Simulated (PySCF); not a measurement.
## What settings do to a single point of [Ce(NH3)4]3+

The sound run of [Ce(NH3)4]3+ (singlet in the valence; each metal's 4f electrons, 1 of them, lie in its core potential, out of spins and levels; a saddle point, relaxed within its symmetry) uses PySCF 2.14.0, RKS PBE, Ce lcecp-1-SVP with ECP47, N def2-SVP, H def2-SVP; non-relativistic Hamiltonian with scalar-relativistic core potentials where named; density fitting; no spin-orbit coupling, grid (50, 194), threshold 1e-8 Eh and 55 cycles, at the relaxed geometry:

```xyz
17

Ce    0.0000    0.0000    0.0028
N     1.4892    1.4892    1.4882
H     1.3670    1.3670    2.5164
H     2.5168    1.3650    1.3631
H     1.3650    2.5168    1.3631
N    -1.4892   -1.4892    1.4882
H    -1.3670   -1.3670    2.5164
H    -2.5168   -1.3650    1.3631
H    -1.3650   -2.5168    1.3631
N     1.4884   -1.4884   -1.4878
H     2.1325   -2.1325   -0.9806
H     0.9798   -2.1314   -2.1318
H     2.1314   -0.9798   -2.1318
N    -1.4884    1.4884   -1.4878
H    -2.1325    2.1325   -0.9806
H    -0.9798    2.1314   -2.1318
H    -2.1314    0.9798   -2.1318
```

There Ce1 has a Mulliken charge of 1.56 e and the dipole about the centre of mass is 0.00 D. Each run below changes one thing and starts from free metal ions and neutral atoms unless it says otherwise; with 55 cycles, smearing, a level shift and second-order steps follow where DIIS fails, and their cycles count. Energy shifts count from the sound run. On f atoms grids over 110 angular points are at least (60, 302).

```json
{"change": "grid (99, 590)", "outcome": "converged", "cycles": "9", "energy shift (eV)": "0.0009", "largest force component (eV/Å)": "0.01", "charge on Ce1 (e)": "1.56", "dipole about the centre of mass (D)": "0.00"}
{"change": "spin (2S) set to 1, limit 90 cycles", "outcome": "refused", "cycles": "–", "energy shift (eV)": "–", "largest force component (eV/Å)": "–", "charge on Ce1 (e)": "–", "dipole about the centre of mass (D)": "–"}
```

Q: One further run converged with energy shift (eV) 1.44, largest force component (eV/Å) 2.97, charge on Ce1 (e) 1.51, dipole about the centre of mass (D) 0.00. Which change was it?
A. all coordinates × 0.94
B. threshold 1e-05
C. start from the bare core Hamiltonian, limit 68 cycles

A: A.

Q: And the other changes listed?

A: 
```tsv
change	outcome	cycles	energy shift (eV)	largest force component (eV/Å)	charge on Ce1 (e)	dipole about the centre of mass (D)
start from the bare core Hamiltonian, limit 68 cycles	converged	12	0.0000	0.01	1.56	0.00
threshold 1e-05	converged	7	0.0002	0.01	1.56	0.02
```

Forces carry noise of the integration grid, about 0.01 to 0.03 eV/Å.

An lcecp potential fixes the number of 4f electrons, so in runs with it no electron can move into or out of that shell.
